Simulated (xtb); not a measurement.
C3H9B, charge -1, doublet, from a rough starting geometry (a state made from the parent by changing its charge; the spin is typed, not shown lowest); xtb 6.7.1 with GFN2-xTB.

Input for xtb:
```
$ xtb mol.xyz --gfn 2 --chrg -1 --uhf 1 --opt vtight --json

# file mol.xyz
13

B     -0.05399662     0.01697902     0.02229284
C      1.52645633    -0.16965800    -0.35447498
H      1.89137147    -1.14274608    -0.15090992
H      2.12350043     0.50409181     0.25449962
H      1.77394593     0.09494283    -1.47061965
C     -0.58013375    -0.62126651     1.36280403
H     -1.21811267    -1.52246227     1.06682148
H     -1.17166676     0.00472329     1.88264729
H      0.19066392    -1.01801455     2.02683866
C     -0.93816339     0.83283256    -0.92182350
H     -1.90939548     0.95636928    -0.51159190
H     -1.08798891     0.27459510    -1.80955119
H     -0.52041093     1.77959627    -1.27419763
```

What the program printed (banner, timings and long lists left out):

```
   ID    Z sym.   atoms
    1    5 B      1
    2    6 C      2, 6, 10
    3    1 H      3-5, 7-9, 11-13

           -------------------------------------------------
          |                Calculation Setup                |
           -------------------------------------------------

           -------------------------------------------------
          |                 G F N 2 - x T B                 |
           -------------------------------------------------

          ...................................................
          :                      SETUP                      :
          :.................................................:
          :  # basis functions                  25          :
          :  # atomic orbitals                  25          :
          :  # shells                           17          :
          :  # electrons                        25          :
          :  max. iterations                   250          :
          :  Hamiltonian                  GFN2-xTB          :
          :  restarted?                      false          :
          :  GBSA solvation                  false          :
          :  PC potential                    false          :
          :  electronic temp.          300.0000000     K    :
          :  accuracy                    1.0000000          :
          :  -> integral cutoff          0.2500000E+02      :
          :  -> integral neglect         0.1000000E-07      :
          :  -> SCF convergence          0.1000000E-05 Eh   :
          :  -> wf. convergence          0.1000000E-03 e    :
          :  Broyden damping             0.4000000          :
          :  net charge                         -1          :
          :  unpaired electrons                  1          :
          ...................................................

 iter      E             dE          RMSdq      gap      omega  full diag
   1    -12.3743544 -0.123744E+02  0.597E+00    4.06       0.0  T
   2    -12.4819244 -0.107570E+00  0.356E+00    6.54       1.0  T
   3    -12.4834027 -0.147836E-02  0.115E+00    5.82       1.0  T
   4    -12.4840703 -0.667595E-03  0.416E-01    6.20       1.0  T
   5    -12.4865848 -0.251444E-02  0.890E-02    5.88       1.0  T
   6    -12.4865816  0.316358E-05  0.375E-02    5.88       1.0  T
   7    -12.4865853 -0.365676E-05  0.684E-03    5.87       4.1  T
   8    -12.4865860 -0.736410E-06  0.326E-03    5.88       8.5  T
   9    -12.4865860  0.345364E-07  0.147E-03    5.88      18.8  T
  10    -12.4865860 -0.372385E-07  0.340E-04    5.88      81.5  T
  11    -12.4865860 -0.121797E-08  0.179E-04    5.88     155.0  T

   *** convergence criteria satisfied after 11 iterations ***

         :::::::::::::::::::::::::::::::::::::::::::::::::::::
         ::                     SUMMARY                     ::
         :::::::::::::::::::::::::::::::::::::::::::::::::::::
         :: total energy             -12.282831237194 Eh    ::
         :: gradient norm              0.136621864512 Eh/a0 ::
         :: HOMO-LUMO gap              5.879120690457 eV    ::
         ::.................................................::
         :: SCC energy               -12.486575488688 Eh    ::
         :: -> isotropic ES            0.151857970363 Eh    ::
         :: -> anisotropic ES          0.019757170932 Eh    ::
         :: -> anisotropic XC          0.004896371374 Eh    ::
         :: -> dispersion             -0.007090528105 Eh    ::
         :: repulsion energy           0.203744251494 Eh    ::
         :: add. restraining           0.000000000000 Eh    ::
         :: total charge              -1.000000000000 e     ::
         :::::::::::::::::::::::::::::::::::::::::::::::::::::

      -----------------------------------------------------------
     |                   =====================                   |
     |                        A N C O P T                        |
     |                   =====================                   |
     |               Approximate Normal Coordinate               |
     |                Rational Function Optimizer                |
      -----------------------------------------------------------
      -----------------------------------------------------------
     |                   =====================                   |
     |                        A N C O P T                        |
     |                   =====================                   |
     |               Approximate Normal Coordinate               |
     |                Rational Function Optimizer                |
      -----------------------------------------------------------

          ...................................................
          :                      SETUP                      :
          :.................................................:
          :   optimization level         verytight          :
          :   max. optcycles                   260          :
          :   ANC micro-cycles                  20          :
          :   degrees of freedom                33          :
          :.................................................:
          :   RF solver                   davidson          :
          :   write xtbopt.log                true          :
          :   linear?                        false          :
          :   energy convergence         0.1000000E-06 Eh   :
          :   grad. convergence          0.2000000E-03 Eh/α :
          :   maxmium RF displ.          1.0000000          :
          :   Hlow (freq-cutoff)         0.1000000E-01      :
          :   Hmax (freq-cutoff)         5.0000000          :
          :   S6 in model hess.         20.0000000          :
          ...................................................

generating ANC from exact Hessian ...
Using Lindh-Hessian (1995)
 Shifting diagonal of input Hessian by    5.7635965884985383E-003
 Lowest  eigenvalues of input Hessian
[...]
 * total energy  :   -12.3138047 Eh     change       -0.2172313E-04 Eh
 * total energy  :   -12.3138180 Eh     change       -0.1327019E-04 Eh
 * total energy  :   -12.3138227 Eh     change       -0.4738464E-05 Eh
 * total energy  :   -12.3138230 Eh     change       -0.2640687E-06 Eh
 * total energy  :   -12.3138269 Eh     change       -0.3929142E-05 Eh
 * total energy  :   -12.3138283 Eh     change       -0.1376740E-05 Eh
 * total energy  :   -12.3138290 Eh     change       -0.7863649E-06 Eh
 * total energy  :   -12.3138300 Eh     change       -0.9424845E-06 Eh
 * total energy  :   -12.3138311 Eh     change       -0.1109951E-05 Eh
 * total energy  :   -12.3138318 Eh     change       -0.6522353E-06 Eh
 * total energy  :   -12.3138319 Eh     change       -0.1269498E-06 Eh
 * total energy  :   -12.3138320 Eh     change       -0.7374601E-07 Eh
   *** GEOMETRY OPTIMIZATION CONVERGED AFTER 40 ITERATIONS ***
         :: total energy             -12.313831954613 Eh    ::
[...]
         ::.................................................::
         :: SCC energy               -12.476615764130 Eh    ::
         :: -> isotropic ES            0.141338408380 Eh    ::
         :: -> anisotropic ES          0.021210968050 Eh    ::
         :: -> anisotropic XC          0.005428168679 Eh    ::
         :: -> dispersion             -0.007113270652 Eh    ::
         :: repulsion energy           0.162783809517 Eh    ::
         :: add. restraining           0.000000000000 Eh    ::
         :: total charge              -1.000000000000 e     ::
         :::::::::::::::::::::::::::::::::::::::::::::::::::::

           -------------------------------------------------
          |                Property Printout                |
           -------------------------------------------------

    * Orbital Energies and Occupations

         #    Occupation            Energy/Eh            Energy/eV
      -------------------------------------------------------------
         1        2.0000           -0.3528007              -9.6002
         2        2.0000           -0.3488124              -9.4917
         3        2.0000           -0.3488057              -9.4915
         4        2.0000           -0.2530594              -6.8861
         5        2.0000           -0.2522644              -6.8645
         6        2.0000           -0.2522327              -6.8636
         7        2.0000           -0.2399337              -6.5289
         8        2.0000           -0.2399045              -6.5281
         9        2.0000           -0.2356831              -6.4133
        10        2.0000           -0.2248036              -6.1172
        11        2.0000           -0.1540726              -4.1925
        12        2.0000           -0.1540499              -4.1919
        13        1.0000            0.0275015               0.7484 (HOMO)
        14                          0.3392778               9.2322 (LUMO)
        15                          0.3435137               9.3475
        16                          0.3435974               9.3498
        17                          0.3966974              10.7947
        18                          0.3967537              10.7962
        19                          0.4066924              11.0667
        20                          0.4093271              11.1384
        21                          0.4093990              11.1403
        22                          0.4258693              11.5885
        23                          0.5121333              13.9359
        24                          0.5121579              13.9365
        25                          0.5132860              13.9672
      -------------------------------------------------------------
                  HL-Gap            0.3117763 Eh            8.4839 eV
             Fermi-level            0.0600577 Eh            1.6343 eV

     #   Z          covCN         q      C6AA      α(0)
     1   5 B        2.663     0.018    21.482     7.800
     2   6 C        3.657    -0.141    23.543     6.965
     3   1 H        0.922    -0.067     4.547     3.335
     4   1 H        0.923    -0.065     4.492     3.315
     5   1 H        0.923    -0.065     4.493     3.315
     6   6 C        3.657    -0.141    23.542     6.965
     7   1 H        0.922    -0.067     4.548     3.335
     8   1 H        0.923    -0.066     4.494     3.315
     9   1 H        0.923    -0.065     4.492     3.314
    10   6 C        3.657    -0.141    23.543     6.965
    11   1 H        0.923    -0.066     4.493     3.315
    12   1 H        0.922    -0.067     4.547     3.335
    13   1 H        0.923    -0.065     4.492     3.314

 Mol. C6AA /au·bohr⁶  :       1462.053478
 Mol. C8AA /au·bohr⁸  :      30149.109949
 Mol. α(0) /au        :         58.586743

Wiberg/Mayer (AO) data.
largest (>0.10) Wiberg bond orders for each atom

 ---------------------------------------------------------------------------
     #   Z sym  total        # sym  WBO       # sym  WBO       # sym  WBO
 ---------------------------------------------------------------------------
     1   5 B    2.790 --    10 C    0.906     2 C    0.906     6 C    0.906
     2   6 C    3.872 --     4 H    0.988     5 H    0.988     3 H    0.973
                             1 B    0.906
     3   1 H    0.995 --     2 C    0.973
     4   1 H    0.996 --     2 C    0.988
     5   1 H    0.996 --     2 C    0.988
     6   6 C    3.872 --     9 H    0.988     8 H    0.987     7 H    0.972
                             1 B    0.906
     7   1 H    0.995 --     6 C    0.972
     8   1 H    0.996 --     6 C    0.987
     9   1 H    0.996 --     6 C    0.988
    10   6 C    3.872 --    13 H    0.988    11 H    0.987    12 H    0.973
                             1 B    0.906
    11   1 H    0.996 --    10 C    0.987
    12   1 H    0.995 --    10 C    0.973
    13   1 H    0.996 --    10 C    0.988
 ---------------------------------------------------------------------------

Topologies differ in total number of bonds
Writing topology from bond orders to xtbtopo.mol

molecular dipole:
                 x           y           z       tot (Debye)
 q only:        0.010       0.062       0.016
   full:       -0.094      -0.408      -0.246       1.235
molecular quadrupole (traceless):
                xx          xy          yy          xz          yz          zz
 q only:       -2.516       1.376       3.397       0.769       3.468      -0.882
  q+dip:       -1.277       0.698       1.735       0.387       1.753      -0.458
   full:       -1.302       0.711       1.769       0.395       1.788      -0.466

optimized geometry written to: xtbopt.xyz

           -------------------------------------------------
          | TOTAL ENERGY              -12.313831954613 Eh   |
          | GRADIENT NORM               0.000068235938 Eh/α |
          | HOMO-LUMO GAP               8.483865534068 eV   |
           -------------------------------------------------
```
